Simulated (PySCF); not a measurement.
Atom-mapped SMILES (the numbers label the heavy atoms): `[BH2:1][C:2]1=[C:3]([F:4])[CH2:5][CH2:6]1` (H(Xn): hydrogen on atom n).

Geometry: PBE0-D3(BJ)/def2-SVP; GIAO absolute shieldings from PySCF 2.14.0 with density-fitted response routines, gas phase, non-relativistic, averaged over equivalent atoms.

At PBE0/6-31G* (96 basis functions, 6.4 s wall time on 1 thread of an Arm Neoverse V2, shared host):
```tsv
atoms	σ (ppm)
B1	55.1
C3	27.1
C2	69.4
C5	160.7
C6	173.0
F4	223.4
H(B1)	25.20
H(C5)	29.27
H(C6)	29.67
```

What do these become at PBE0/def2-SVP?

Results:


| atoms | σ at PBE0/def2-SVP | change |
| --- | --- | --- |
| B1 | 51.1 | -4.0 |
| C3 | 21.1 | -6.0 |
| C2 | 66.1 | -3.3 |
| C5 | 162.5 | +1.8 |
| C6 | 174.4 | +1.4 |
| F4 | 231.6 | +8.2 |
| H(B1) | 24.65 | -0.55 |
| H(C5) | 28.79 | -0.48 |
| H(C6) | 29.25 | -0.42 |

The largest change is at F4 (vinylic fluorine). Cost: 114 basis functions, 7.4 s wall time on 1 thread of an Arm Neoverse V2, shared host. The order of the carbon signals is the same at both levels.

A carbon bonded to boron is broadened by the quadrupolar boron nucleus and is often missing from a measured spectrum.
